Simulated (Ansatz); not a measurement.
System: MgF, charge 1, multiplicity 1. 
Structure (B3LYP-D3(BJ)/def2-TZVP (Ansatz, a quantum-chemistry and plane-wave program) minimum search):
```xyz
2

Mg     0.0000     0.0000    -0.7312
F      0.0000     0.0000     0.9749
```
Charge +1, spin multiplicity 1.

Basis-set convergence of Hartree-Fock and MP2 correlation energies (hartree) with Ansatz. Correlated levels leave the core frozen unless marked. Spin-orbit coupling is left out. No relativistic terms.

```
basis        functions       E(HF)  E(corr, MP2)
-----------  ---------  ----------  ------------
def2-SVPD           44  -298.67330      -0.21789
def2-TZVPPD         75  -298.86262      -0.27873
def2-QZVPPD        129  -298.87784      -0.30366
```

Extrapolating the two largest sets (X = 3 and 4) as X^-3: E(corr) = (64·(-0.30366) - 27·(-0.27873))/37 = -0.3219 Eh, an estimate of the basis-set limit. The largest set recovers 94.3 % of it, the smallest 67.7 %.
